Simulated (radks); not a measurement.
Spherical quantum dot in the effective-mass picture: electrons in a parabolic well V = omega^2 r^2 / 2 with omega = 1.23, with a point charge +1 (a donor) at the centre, all in effective atomic units (hartree* = m*/eps^2 hartree, bohr* = eps/m* bohr), one dielectric constant everywhere. Calculated with a radial shooting solver with Libxc functionals: non-relativistic Kohn-Sham, LDA (Slater exchange, Perdew-Wang correlation), spin-polarised, spherical densities. Levels are named by radial order and angular momentum (1s, 1p, 1d, 2s, ...), and open shells are averaged over m. Results are scaled to m* = 0.595 and eps = 5.5, for which hartree* = 535.2 meV and bohr* = 0.4892 nm. Each electron was tried in the lowest free levels, single moves between levels near the top were tried too, and the lowest total energy was kept; such a search can miss a lower state. At N = 1 the Hartree and exchange-correlation terms need not cancel, so that row can carry a self-interaction error.

N,open shells,2S,E (meV),mu = E(N) - E(N-1) (meV),addition energy mu(N+1) - mu(N) (meV),e(HOMO) (meV),rms radius (nm)
1,"1s(up 1, down 0)",1,245.476,245.48,534.0,454.41,0.4470
2,none,0,1024.98,779.51,1152,975.15,0.4820
3,"1p(up 1, down 0)",1,2956.12,1931.1,294.2,2076.6,0.5748
4,"1p(up 2, down 0)",2,5181.43,2225.3,297.1,2374.2,0.6253
5,"1p(up 3, down 0)",3,7703.86,2522.4,372.5,2670.0,0.6608
6,"1p(up 3, down 1)",2,10598.8,2894.9,269.1,3028.6,0.6911
7,"1p(up 3, down 2)",1,13762.7,3164.0,270.6,3299.5,0.7165
8,none,0,17197.3,3434.6,670.9,3569.3,0.7388
9,"2s(up 1, down 0)",1,21302.8,4105.5,276.6,4229.0,0.7703
10,none,0,25684.9,4382.1,297.1,4504.3,0.7974
11,"1d(up 1, down 0)",1,30364.1,4679.2,227.8,4793.3,0.8216
12,"1d(up 2, down 0)",2,35271.1,4907.0,226.2,5020.4,0.8432
13,"1d(up 3, down 0)",3,40404.3,5133.2,224.2,5245.6,0.8627
14,"1d(up 4, down 0)",4,45761.7,5357.4,222.1,5468.8,0.8808
15,"1d(up 5, down 0)",5,51341.1,5579.4,274.2,5689.7,0.8975
16,"1d(up 5, down 1)",4,57194.7,5853.6,211.7,5959.7,0.9137
17,"1d(up 5, down 2)",3,63260.1,6065.4,210.6,6170.9,0.9288
18,"1d(up 5, down 3)",2,69536.1,6276.0,209.1,6380.8,0.9432
19,"1d(up 5, down 4)",1,76021.2,6485.1,207.5,6589.2,0.9570
20,none,0,82713.8,6692.6,605.8,6795.8,0.9701
21,"1f(up 1, down 0)",1,90012.2,7298.4,191.2,7394.2,0.9862
22,"1f(up 2, down 0)",2,97501.8,7489.6,190.2,7584.9,1.001
23,"1f(up 3, down 0)",3,105182,7679.8,189.1,7774.5,1.016
24,"1f(up 4, down 0)",4,113050,7868.9,187.9,7963.0,1.029
25,"1f(up 5, down 0)",5,121107,8056.7,-,8150.3,1.042

All shells are closed at N = 2, 8, 10, 20 (there: 1s2 1p6 1d10 2s2); the second difference of the energy has clear peaks (12 % above both neighbours; the first and last values, which can be the largest, are not judged, and half-filled shells can peak too) at N = 2, 5, 8, 15, 20.
